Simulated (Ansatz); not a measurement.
`C=C[Se][Sn]([CH3])([CH3])[CH3]`, relaxed with RKS PBE0-D4/def2-TZVP in the Gaussian-basis code of Ansatz from a PBE-D4/def2-SVP geometry. The force threshold is 0.005 eV/Å; the program also tests the step.

Charge 0, multiplicity 1. Sn: def2 effective core potential.

Start:

```xyz
19

C    -1.868    2.368    1.190
C    -0.939    2.419    0.220
Se   -1.050    1.438   -1.441
Sn    0.307   -0.567   -0.511
C     2.211    0.193    0.213
C     0.555   -1.956   -2.165
C    -0.859   -1.413    1.115
H    -2.764    1.730    1.106
H    -1.758    2.980    2.102
H    -0.058    3.078    0.316
H     2.797   -0.627    0.673
H     2.784    0.628   -0.628
H     2.029    0.978    0.972
H     1.107   -1.468   -2.990
H     1.125   -2.841   -1.820
H    -0.436   -2.284   -2.533
H    -1.126   -0.604    1.822
H    -0.272   -2.188    1.647
H    -1.785   -1.864    0.712
```

```
         step  energy (eV)  largest force (eV/Å)  largest move (Å)
            1  -76550.3978                 0.521             0.000
            2  -76550.4797                 0.399             0.085
            3  -76550.5008                 0.094             0.055
 4 (rejected)  -76550.5000                 0.137             0.056
            5  -76550.5029                 0.020             0.027
            6  -76550.5031                 0.012             0.011
            7  -76550.5034                 0.017             0.031
            8  -76550.5037                 0.039             0.074
            9  -76550.5040                 0.072             0.039
           10  -76550.5041                 0.137             0.098
           11  -76550.5046                 0.164             0.012
           13  -76550.5053                 0.045             0.068
15 (rejected)  -76550.4196                 0.893             0.099
           17  -76550.5060                 0.054             0.071
           19  -76550.5066                 0.032             0.049
           21  -76550.5070                 0.056             0.025
           23  -76550.5074                 0.050             0.043
           25  -76550.5077                 0.034             0.037
27 (rejected)  -76550.5077                 0.018             0.021
           29  -76550.5078                 0.008             0.017
           31  -76550.5078                 0.004             0.010
```

End:

```xyz
19

C    -2.045    2.766    1.031
C    -0.995    2.299    0.372
Se   -1.132    1.303   -1.250
Sn    0.324   -0.641   -0.466
C     2.203    0.161    0.184
C     0.549   -1.920   -2.166
C    -0.691   -1.603    1.155
H    -3.061    2.555    0.717
H    -1.911    3.388    1.910
H     0.014    2.525    0.701
H     2.885   -0.653    0.434
H     2.642    0.763   -0.612
H     2.064    0.784    1.068
H     1.034   -1.379   -2.978
H     1.159   -2.785   -1.901
H    -0.428   -2.267   -2.504
H    -0.953   -0.860    1.908
H    -0.051   -2.363    1.608
H    -1.604   -2.074    0.790
```

Hardware: 4 threads of an AMD EPYC 7R13 on a shared host and a share of an NVIDIA H100 80 GB. Wall time 4.2 min, peak host memory 1.3 GiB.
